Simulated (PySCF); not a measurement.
**Assigning NMR signals**

Mapped SMILES: `[CH3:1][c:2]1[cH:3][cH:4][cH:5][cH:6][c:7]1[C:8]#[N:9]`. Each H is labelled by its parent atom.

Non-relativistic, single conformer, gas phase, equivalent nuclei averaged. Structure optimised with PBE0-D3(BJ)/def2-SVP; GIAO HF/pcSseg-1 shieldings; spin–spin couplings from B3LYP/pcJ-1 (without the spin–dipole term); PySCF 2.14.

Chemical shifts δ = σref − σ; ¹³C, ¹H against TMS, all at this level.

Question: Assign these signals to the numbered atoms. ¹³C{¹H} NMR (computed): δ 154.2, 144.4, 142.7, 134.5, 131.0, 122.6, 118.5, 20.7.

Answer: 
```tsv
δ (ppm)	atoms	environment	reason
154.2	C2	substituted aromatic carbon	–
144.4	C6	aromatic CH	–
142.7	C4	aromatic CH	–
134.5	C3	aromatic CH	the aromatic region
131.0	C5	aromatic CH	–
122.6	C8	nitrile carbon	this is the usual window of a C≡N carbon, which has no attached hydrogen
118.5	C7	substituted aromatic carbon	–
20.7	C1	methyl carbon on an aromatic ring	a saturated carbon with 1 carbon neighbour and no heteroatom attached
```

C6 and C4 lie closer than the usual error of such a calculation, so a measured spectrum could show them in the other order.

Question: Assign these signals to the numbered atoms. ¹H NMR (400 MHz, computed): δ 7.96 (dd, J = 8.6, 1.1 Hz, 1H), 7.73 (td, J = 8.5, 1.1 Hz, 1H), 7.41 (dq, J = 8.6, 1.0 Hz, 1H), 7.37 (t, J = 8.5 Hz, 1H), 2.66 (d, J = 1.0 Hz, 3H).

Answer: 
| δ (ppm) | atoms | environment | reason |
| --- | --- | --- | --- |
| 7.96 | H(C6) | hydrogen on an aromatic CH | the ring current deshields protons in the ring plane |
| 7.73 | H(C4) | hydrogen on an aromatic CH | – |
| 7.41 | H(C3) | hydrogen on an aromatic CH | – |
| 7.37 | H(C5) | hydrogen on an aromatic CH | – |
| 2.66 | H(C1) | hydrogen on a methyl carbon on an aromatic ring | benzylic-type position, deshielded by the ring |

H(C3) and H(C5) lie closer than the usual error of such a calculation, so a measured spectrum could show them in the other order.

Splittings below 1 Hz are ignored in the labels, and close J values are merged. Unscaled 3J(H,H) at this level run about 10 % above measured values. Shifts are as computed. Against solution values, carbons near 30 ppm lie about -0 ppm off and those near 130 ppm about +7 ppm. Of 1211 compounds with measured shifts, 218 miss one by over three times the rms of a fit or turn the order of signals round; such compounds aren't used in these exercises.
